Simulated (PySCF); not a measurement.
## From computed data to an observable: dipole moment from atomic charges

W(O)2(NH2)2 (H4N2O2W), SMILES [NH2][W]([NH2])(=[O])=[O], multiplicity 1. Atoms are numbered in the order given.

```xyz
9

W      0.0000     0.0000    -0.0532
O      0.0000     1.4454    -0.9925
O      0.0000    -1.4454    -0.9925
N      1.6208     0.0000     1.0373
H      2.1229     0.8378     1.3233
H      2.1229    -0.8378     1.3233
N     -1.6208     0.0000     1.0373
H     -2.1229     0.8378     1.3233
H     -2.1229    -0.8378     1.3233
```
Charge 0, spin multiplicity 1.

The structure is a stationary point at r2SCAN-D4/def2-SVP. The multiplicity is an assumed one; no other spin state was optimised. The structure was generated by enumeration; whether it is a known compound was not checked. The def2 effective core potentials stand for the cores of W; spin–orbit coupling is left out. The values are those of a single conformer.

Charges (e) from PBE/def2-TZVP in PySCF:

| atom | ESP fit | Mulliken |
|---|---|---|
| W1 | 1.657 | 1.239 |
| O2 | -0.547 | -0.449 |
| O3 | -0.547 | -0.449 |
| N4 | -1.154 | -0.681 |
| H5 | 0.436 | 0.255 |
| H6 | 0.436 | 0.255 |
| N7 | -1.154 | -0.681 |
| H8 | 0.436 | 0.255 |
| H9 | 0.436 | 0.255 |

The dipole moment of the full density is 4.44 D.

Question: What dipole moment does each set of point charges give, and which comes closer to that of the density?

Answer: 
μ = Σ q r, and 1 e Å = 4.8032 D.
ESP fit: Σ q r = (0.000, 0.000, 0.911) e Å, |μ| = 4.38 D.
Mulliken: Σ q r = (0.000, 0.000, 0.762) e Å, |μ| = 3.66 D.
ESP fit comes closer in size. Point charges leave out the atoms' own dipoles (lone pairs, polarised bonds); fits to the potential absorb them, partitions of the density don't.
